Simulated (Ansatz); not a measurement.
`CBNC[SiH3]` + `O[Si](O)(O)F` → `O[Si](O)(F)O[SiH3]` + `CBNC`  (ligand exchange at the Si–C bond)

Computed with Ansatz on PBE0-D4/def2-TZVP structures; ΔE is electronic, products minus reactants. CCSD(T)/CBS is the MP2 limit (def2-TZVPP, def2-QZVPP) plus CCSD(T) − MP2 in def2-TZVPP, frozen cores. Functionals use def2-TZVPP. Each species was taken in one conformer, which may not be the lowest.

**Question.** Is it downhill or uphill in electronic energy at CCSD(T)/CBS, and by how much? (An estimate is asked.)

**Answer.** Computed: Downhill: ΔE = -1.25 eV.

**Question.** What do these levels give: PBE-D4, ωB97M-V, B2PLYP, PBE, MP2/def2-QZVPP, SCS-MP2/def2-QZVPP? (An estimate is asked.)

**Answer.** The calculation gave: PBE-D4 -1.07, ωB97M-V -1.22, B2PLYP -1.28, PBE -1.07, MP2/def2-QZVPP -1.26, SCS-MP2/def2-QZVPP -1.32 eV.

Largest T1 diagnostic among the species: 0.012.

In def2-TZVPP, CCSD(T) changes the Hartree–Fock value by +0.26 eV (the triples alone add +0.04 eV) and MP2 by +0.25 eV. From PBE to PBE0 (25 % exact exchange), in def2-TZVPP and without D4, ΔE moves by −0.07 eV.
